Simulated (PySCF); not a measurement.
A structure optimised at r2SCAN-D4/def2-SVP, used in a PySCF frequency run:

```
B
O 1 1.3608
H 2 0.9673 1 112.65
C 1 1.5764 2 122.84 3 1.85
H 4 1.1020 1 112.27 2 -139.66
H 4 1.1039 5 108.23 1 -126.34
H 4 1.1052 5 105.87 6 -114.77
P 1 1.9364 2 115.75 3 -174.12
H 8 1.4248 1 97.96 2 -42.44
H 8 1.4262 9 96.02 1 98.03
```

Write its SMILES and formula.

CB(O)P, CH6BOP

What are its rotational constants (standard atomic weights)?

8.2234, 3.9504, 2.7617 GHz
